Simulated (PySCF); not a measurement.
Species: CH₃F₃Si.
InChI=1S/CH3F3Si/c2-1(3,4)5/h5H3

Method used: PBE0/def2-SVPD in PySCF (dipole) on a GFN2-xTB geometry, gas phase.

Masses are those of the commonest isotopes; rigid-rotor values at the optimised geometry. 

(1) Give the principal moments of inertia and the rotational constants in cm⁻¹.

(2) Classify the top.

(3) Where do the R-branch lines fall?

(4) Estimate the classical rotational partition function at 10 K, 50 K and 298.15 K.

## Answers

(1) Ia = 94.24, Ib = 174.75, Ic = 174.77 u·Å²; 505379 MHz·u·Å²/I gives 5362, 2892 and 2892 MHz, that is A = 0.17887, B = 0.09647, C = 0.09646 cm⁻¹.

(2) A prolate symmetric top, as the point group C3v requires two equal moments; Ray's κ = -1.000.

(3) The dipole of 2.67 D lies along the symmetry axis, so ΔK = 0 and J+1 ← J falls at 2B(J+1) for every K: 5.78 GHz, 11.57 GHz, 17.35 GHz, 23.13 GHz, 28.92 GHz for J = 0 to 4.

(4) Point group C3v, symmetry number σ = 3; q = (√π/σ)·√((kT/h)³/(ABC)), k/h = 20836.6 MHz/K: 265 at 10 K, 2970 at 50 K, 43200 at 298.15 K.

Stationary, but not proved a minimum. Zero-point vibration and centrifugal distortion are left out.

Time: 11 s wall. Hardware: one thread, Arm Neoverse V2 (shared host). This is the PBE0/def2-SVPD job that gave the dipole, with the excitations it also computed.
